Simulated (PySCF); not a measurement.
Compound: C₃H₉NSi.
Geometry (GFN2-xTB, Å), atoms numbered from 1 in this order:
```
atom  x, y, z in Å
C1    -1.0817   -1.3008   -0.5717
C2    -0.6482   -0.1917    0.0098
C3    -1.5029    1.0368    0.0601
Si4    1.0669   -0.0839    0.7992
N5     2.1545    0.2328   -0.5034
H6    -0.4836   -2.1969   -0.6085
H7    -2.0543   -1.3702   -1.0387
H8    -1.7208    1.2915    1.0968
H9    -2.4428    0.8925   -0.4708
H10   -0.9740    1.8805   -0.3802
H11    1.3215   -1.3221    1.5573
H12    1.1886    1.0730    1.6888
H13    2.0410   -0.2824   -1.3622
H14    3.1349    0.3406   -0.2985
```

Computed at PBE0/pcSseg-1 (PySCF, non-relativistic), with Q(14N) = 0.02044 b: N5, 14N (I = 1): χzz = -4.499 MHz, η = 0.313.

(1) Find the zero-field quadrupole resonance frequencies of 14N at N5.

## Answers

(1) From ν± = (3/4)|χ|(1 ± η/3) and ν0 = |χ|η/2: ν+ 3.726 MHz, ν− 3.022 MHz, ν0 0.704 MHz (silicon-bound nitrogen).

In a crystal, neighbours and librations shift these lines. Geometry: GFN2-xTB, one conformer, isolated molecule. GFN2-xTB frequencies show an imaginary mode (30i cm⁻¹), so this geometry is no minimum at that level. GFN2-xTB bond lengths can be off by several hundredths of an ångström, more for odd bonds, and the gradients follow them. The basis is small and wasn't made for field gradients, so the couplings can be 20 % off.
